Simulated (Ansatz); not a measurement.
Species: sum formula SiN2H3F2 (charge -1, singlet). It need not be the lowest isomer of its formula. Whether it binds its extra electron was not tested at this geometry. 
Structure (B3LYP-D3(BJ)/def2-TZVP (Ansatz, an electronic-structure program) minimum search):
```xyz
8

Si    -0.1269     0.0834    -0.0075
F      0.5927    -0.4299    -1.4059
F     -0.5644    -1.3744     0.5777
N     -1.4025     1.0908    -0.0466
N      1.3008     0.5176     0.9275
H     -1.2415     2.0212    -0.4148
H      1.2742     1.4527     1.3038
H      2.2005     0.3377     0.5042
```
Charge -1, spin multiplicity 1.

Basis-set convergence of Hartree-Fock and MP2 correlation energies (hartree) with Ansatz. Valence correlation only, unless marked. No spin-orbit coupling. Non-relativistic.

| basis | functions | E(HF) | E(corr, MP2) |
|---|---|---|---|
| aug-cc-pV(D+d)Z | 151 | -598.70039 | -0.88825 |
| aug-cc-pV(T+d)Z | 308 | -598.80377 | -1.09140 |
| aug-cc-pV(Q+d)Z | 547 | -598.82923 | -1.16678 |

Extrapolating the two largest sets (X = 3 and 4) as X^-3: E(corr) = (64·(-1.16678) - 27·(-1.09140))/37 = -1.2218 Eh, an estimate of the basis-set limit. The largest set recovers 95.5 % of it, the smallest 72.7 %.
